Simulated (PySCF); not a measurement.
**Basis set benchmark on one molecule**

Molecule: `c1c(P)cccc1`, C6H7P.

Mapped SMILES: `[PH2:1][c:2]1[cH:3][cH:4][cH:5][cH:6][cH:7]1`. Each H is labelled by its parent atom.

Geometry PBE0-D3(BJ)/def2-SVP throughout; GIAO in PySCF 2.14.0 with density-fitted response routines, gas phase, one conformer, non-relativistic; equivalent atoms averaged; functional PBE0.

Reference values (measured; E. Pretsch, P. Bühlmann, M. Badertscher, Structure Determination of Organic Compounds, 4th ed., Springer 2009): δ(P1) = -124.0 ppm vs 85 % H3PO4. Computed shifts are taken against H3PO4, calculated as an isolated molecule at each level.

Question: How do the basis sets cc-pVDZ, def2-SVP, aug-cc-pVDZ, def2-TZVP, cc-pVTZ, IGLO-III perform against the reference? Times are CPU seconds on 1 thread of an Arm Neoverse V1, shared host.

Answer: 
```
  basis set  functions      P1  abs. error P  core-s
    cc-pVDZ        137  -119.8           4.2      13
   def2-SVP        137  -122.9           1.1      13
aug-cc-pVDZ        228  -139.5          15.5      29
  def2-TZVP        265  -143.2          19.2      36
    cc-pVTZ        312  -142.7          18.7      46
   IGLO-III        324  -140.0          16.0      48
```

For ³¹P the closest is def2-SVP (1.1 ppm) and the furthest def2-TZVP (19.2 ppm). Where a smaller basis beats a larger one, errors probably cancel. One molecule is a small sample, and vibrational and solvent effects are absent from the calculation.

A small basis that lands close on one nucleus may do so by chance; judge by the trend and by all nuclei.
